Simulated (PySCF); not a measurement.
Co(2+): excitation energy

Co(2+) [Ar] 3d7 (4F) → Co(2+) [Ar] 3d6 4s1 (6D), as a difference of total energies. Computed with PySCF 2.14 in aug-cc-pwCVTZ-DK with one added diffuse shell each of s, p, d, f, g type (11s10p8d5f4g, 152 functions), with the spin-free X2C one-electron Hamiltonian (Gaussian nucleus). Correlated levels: valence: [Ar] frozen; valence and next inner shell: [Ne] frozen; nothing frozen. The calculations carry no spin-orbit coupling.

| method | excitation energy (eV) |
| --- | --- |
| UHF | 4.368 |
| LDA | 5.659 |
| PBE | 5.675 |
| PBE0 | 5.571 |
| r2SCAN | 5.557 |
| MP2 (valence) | 5.718 |
| SCS-MP2 (valence) | 6.121 |
| MP2 (valence and next inner shell) | 5.832 |
| SCS-MP2 (valence and next inner shell) | 6.049 |
| MP2 (all electrons) | 5.851 |
| SCS-MP2 (all electrons) | 6.054 |

Problem. How much does correlation contribute at MP2 (all electrons)?

Solution. 5.851 − (4.368) = 1.483 eV, measured against UHF.

A first-order spin-orbit estimate (lowest level to lowest level, LS coupling) adds 0.031 eV.
